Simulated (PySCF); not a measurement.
Mapped SMILES: `[CH3:1]/[C:2](=[CH:3]/[C:4](=[O:5])[OH:6])[SiH:7]([SiH3:8])[SiH3:9]`. Hydrogens are named by the atom that carries them.

How the numbers were obtained: NMR shieldings at PBE0/pcSseg-1/GIAO, structure optimised with GFN2-xTB, in PySCF 2.14.0 with density-fitted response routines (gas phase, one averaged value for each set of equivalent atoms, single conformer, non-relativistic Hamiltonian).

Problem. Predict the 2D correlation tables (HSQC, COSY, HMBC).

Solution. 

HSQC (one-bond C–H):
```csv
δH,δC
6.63 (H(C3)),128.8 (C3)
2.59 (H(C1)),31.5 (C1)
```

COSY cross peaks (H two or three bonds apart, from the bond graph; peaks can be absent where the dihedral angle is near 90°):
```csv
δH,δH
4.10 (H(Si7)),3.42 (H(Si8)/H(Si9))
```

HMBC (two and three bonds, from the bond graph):
```csv
δH,δC
6.63 (H(C3)),"201.9 (C2), 178.2 (C4), 31.5 (C1)"
4.10 (H(Si7)),"201.9 (C2), 128.8 (C3), 31.5 (C1)"
3.42 (H(Si8)/H(Si9)),201.9 (C2)
2.59 (H(C1)),"201.9 (C2), 128.8 (C3)"
```

δ = σ(ref) − σ, references computed at the same level: $^{1}$H (31.72 ppm) and $^{13}$C (186.93 ppm) vs TMS.

Short H···H contacts in this conformer between protons four or more bonds apart (candidates for NOE cross peaks, intensity ∝ r⁻⁶): H(C1)···H(C3) 2.41 Å, H(C1)···H(Si7) 2.75 Å.

Exchangeable OH/NH protons stand at their gas-phase positions; hydrogen bonding in a real sample shifts them, mostly to higher δ. Shifts are as computed. Against solution values, carbons near 30 ppm lie about +3 ppm off and those near 130 ppm about +5 ppm. Of 1309 compounds with measured shifts, 239 miss one by over three times the rms of a fit or turn the order of signals round; such compounds aren't used in these exercises. Hydrogen bonding in solution deshields acid and N–H amide carbonyl carbons by as much as 10 ppm beyond these values.
